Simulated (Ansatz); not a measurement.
C6H14Cl2O2Sn, SMILES `CC(C)[O][Sn]([Cl])([Cl])[O]C(C)C`, relaxed with RKS PBE-D4/def2-SVP in the Gaussian-basis code of Ansatz from a rough embedded geometry. The force threshold is 0.03 eV/Å; the program also tests the step.

Total charge 0; spin multiplicity 1. Sn: def2 effective core potential.

Start:

```xyz
25

C     1.894   -2.791    1.254
C     1.342   -1.381    1.207
C     2.167   -0.568    0.216
O    -0.074   -1.478    0.768
Sn   -1.082    0.023    1.509
Cl    0.267    1.730    2.476
Cl   -2.548   -0.780    3.165
O    -2.224    0.837    0.043
C    -1.344    1.473   -0.926
C    -2.056    2.668   -1.514
C    -1.021    0.437   -2.037
H     2.960   -2.724    1.649
H     1.371   -3.384    2.103
H     1.898   -3.285    0.348
H     1.432   -0.920    2.203
H     1.720    0.507    0.152
H     2.066   -1.007   -0.792
H     3.210   -0.469    0.526
H    -0.383    1.798   -0.503
H    -1.385    3.160   -2.239
H    -2.252    3.364   -0.675
H    -3.031    2.321   -2.010
H    -0.522   -0.476   -1.591
H    -0.403    0.884   -2.801
H    -2.003    0.059   -2.535
```

```
step  energy (eV)  largest force (eV/Å)  largest move (Å)
   1  -41385.2522                 4.369             0.000
   2  -41385.8116                 0.965             0.159
   3  -41385.8901                 0.474             0.079
   4  -41385.8955                 0.276             0.104
   5  -41385.9088                 0.083             0.050
   6  -41385.9119                 0.045             0.045
   7  -41385.9154                 0.045             0.084
   8  -41385.9167                 0.041             0.070
   9  -41385.9179                 0.036             0.048
  10  -41385.9185                 0.031             0.024
  11  -41385.9189                 0.020             0.025
```

End:

```xyz
25

C     1.849   -2.893    1.191
C     1.474   -1.416    1.266
C     2.312   -0.538    0.338
O     0.077   -1.339    0.907
Sn   -1.077    0.150    1.585
Cl    0.320    1.672    2.746
Cl   -2.719   -0.706    3.027
O    -2.077    1.097    0.143
C    -1.351    1.579   -1.009
C    -2.253    2.625   -1.657
C    -0.998    0.428   -1.949
H     2.913   -3.040    1.467
H     1.220   -3.489    1.881
H     1.696   -3.277    0.162
H     1.622   -1.063    2.314
H     2.018    0.527    0.430
H     2.178   -0.852   -0.718
H     3.390   -0.608    0.588
H    -0.410    2.086   -0.681
H    -1.762    3.064   -2.549
H    -2.482    3.438   -0.941
H    -3.208    2.160   -1.973
H    -0.386   -0.335   -1.427
H    -0.425    0.791   -2.827
H    -1.923   -0.063   -2.312
```

Run time 13 s (11 threads of an AMD EPYC 7R13 on a shared host and a whole NVIDIA H100 80 GB); peak host memory 0.92 GiB.
